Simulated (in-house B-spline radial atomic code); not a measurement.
# Excitations of the gold ion Au⁺ by several methods

Full response, energies in eV; labels give the largest channel, * marks a mixed state, a dash one above the method's threshold, and an imaginary frequency an unstable closed-shell reference. Computed with a B-spline radial code for spherical atoms: linear response of the closed shell [Xe] 4f14 5d10 with each method's own kernel (bare exchange for TDHF, static screening on G0W0 levels for BSE, the adiabatic kernel for functionals); scalar-relativistic (spin-free one-electron X2C), finite nucleus, no spin-orbit coupling, no double excitations, S, P, D and F terms only; shells from n = 3 respond. Only terms of natural parity with L up to 3 were computed.

Spin-orbit coupling is strong here, so these LS terms don't match observed levels.

| method | 5d → 6s 3D | 5d → 6s 1D | 5d → 6p 3P | α (bohr³) |
| --- | --- | --- | --- | --- |
| TDHF | 2.655 | 3.774 | 9.056 | 12.3 |
| BSE on G0W0@HF | ? | ? | ? | ? |
| LDA VWN5 | 1.659 | 2.509 | 8.278 | 14.32 |
| PBE | 1.580 | 2.539 | 8.069 | 14.45 |
| PBE0 | 1.961 | 2.927 | 8.508 | 13.67 |
| B3LYP (VWN-RPA) | 1.792 | 2.710 | 8.325 | 13.94 |
| CAM-B3LYP | 1.865 | 2.767 | 8.345 | 13.78 |
| LC-wPBE | 1.928 | 2.885 | 8.420 | 13.68 |
| wB97X | 2.190 | 2.926 | 8.860 | 13.82 |
| HSE06 | 1.941 | 2.897 | 8.494 | 13.72 |
| BHandHLYP | 2.195 | 3.136 | 8.733 | 13.15 |
| BLYP | 1.461 | 2.389 | 7.932 | 14.62 |
| PBEsol | ? | ? | ? | ? |
| BP86 | 1.545 | 2.526 | 8.181 | 14.49 |
| LDA exchange-only | 1.172 | 2.239 | 7.472 | 15.13 |
| B97-1 | 2.052 | 2.864 | 8.720 | 13.78 |
| RPBE | 1.577 | 2.559 | 8.000 | 14.49 |
| OLYP | 1.719 | 2.726 | 8.058 | 14.11 |

What does BSE on G0W0@HF give?

5d → 6s 3D: 2.581; 5d → 6s 1D: 3.491; 5d → 6p 3P: 9.559; α: 11.67 (eV, bohr³).

What does PBEsol give?

5d → 6s 3D: 1.598; 5d → 6s 1D: 2.559; 5d → 6p 3P: 8.155; α: 14.39 (eV, bohr³).
